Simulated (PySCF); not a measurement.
Vertical excitations of a molecule C2H10FNSi2 from TDA-PBE/def2-SVPD (PySCF), as energy in eV (oscillator strength): 4.90 (0.004), 5.46 (0.033), 5.67 (0.020), 5.70 (0.013), 5.93 (0.067), 6.09 (0.011). Lowest triplet (TDA): 4.72 eV. Coordinates come from a B3LYP-D3(BJ)/def2-SVP optimisation. Other conformers were not sampled.

Task: Which structure fits?
A. C[Si@H](CN)[SiH2]F
B. FC[SiH2]NC[SiH3]
C. CN[C@H]([SiH3])[SiH2]F
D. CC[SiH2][Si@@H](N)F

Result: B, FC[SiH2]NC[SiH3]
